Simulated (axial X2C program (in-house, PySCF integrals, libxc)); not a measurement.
## Which molecule has these constants?

Computed with an in-house relativistic program for diatomic molecules, spin-free (one-electron X2C) or two-component (2c: spin–orbit coupling with atomic mean-field Coulomb and Gaunt terms, which also bring small scalar terms), in Dyall basis sets with cores contracted in-house; open shells are unrestricted.

A two-component PBE0 calculation in a Dyall 3-zeta basis gave Re = 2.156 Å, ωe = 556.5 cm⁻¹, De = 2.75 eV, dipole magnitude 7.16 D, Ω = 0.

Question: Which molecule is it?
A. ScP
B. AlSc
C. NaSc
D. ScCl
E. ScS

Answer: A. The others have NaSc 3.438 Å and 131.0 cm⁻¹ (Ω = 1); ScCl 2.310 Å and 402.0 cm⁻¹ (Ω = 1); ScS 2.122 Å and 588.2 cm⁻¹ (Ω = 1/2); AlSc 2.699 Å and 282.7 cm⁻¹ (Ω = 1).

Each entry is the lowest single determinant of a limited PBE0 search at one distance. De goes to single-determinant-based atoms at the same level (for ions the charge split of lowest energy) and is withheld (n/a) where an atom does not fit its ground term or J level. Main or longest-lived isotopes. One determinant is a doubtful description, or other states lie close, for ScP, NaSc, ScCl, AlSc; these need not be ground states, and all values refer to the states named. Some open-shell Ω = 0 determinants are out of reach, so the Ω given for AlSc need not be the lowest component. With several unpaired electrons the Ω given is that of one determinant, not necessarily of the lowest component. Some light 2c atoms are not at their ground J level, so De misses part of their lowering (0.04 eV or less). The functionals have no current term, which raises determinants with orbital currents. Where the atoms have a lower orbital projection than the molecule, De at mean-field level may be about a tenth of an eV too small.
